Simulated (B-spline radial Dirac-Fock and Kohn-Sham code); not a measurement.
# Atomic SCF run for Ho²⁺

ΔSCF core binding energies without Breit or QED terms, calculated with an atomic code on a B-spline grid.

Input (task.json):

```json
{"items": [{"Z": 67, "q": 2, "cfg": [[1, 0, 2], [2, 0, 2], [2, 1, 6], [3, 0, 2], [3, 1, 6], [3, 2, 10], [4, 0, 2], [4, 1, 6], [4, 2, 10], [4, 3, 11], [5, 0, 2], [5, 1, 6]], "A": 165, "rrms": 5.2022, "do": "settings", "holes": ["K", "L3", "M5"],
  "settings": [{"rel": "nr", "method": "hf", "nuc": "fermi", "radius_factor": 1.0, "rmax": 45.0, "h": 0.3, "order": 8, "points": 10, "c_factor": 1.0, "maxit": 60, "damp": 0.5, "ndamp": 3, "tol": 1e-08}]}]}
```

Command: `python xray2_run.py task.json out`

Ground-state iterations:

```
iter   energy (Ha)        error
   1   -12009.09342843  2.63e+00
   2   -12024.16922450  1.87e+00
   3   -12062.53463485  4.45e-01
   4   -12064.32605175  1.40e-01
   5   -12064.57097971  4.62e-02
   6   -12064.58312449  1.10e-02
   7   -12064.58558161  9.87e-03
   8   -12064.58693264  2.60e-03
   9   -12064.58703300  1.64e-04
  10   -12064.58703339  6.08e-06
  11   -12064.58703339  2.45e-07
```

The ground state converged in 11 iterations, with total energy -12064.58703 Ha, virial ratio 2.00000 and highest orbital energy -31.86 eV. ΔSCF binding energies: K (1s) 52230.2 eV, L3 (2p3/2) 8084.2 eV, M5 (3d5/2) 1399.1 eV.
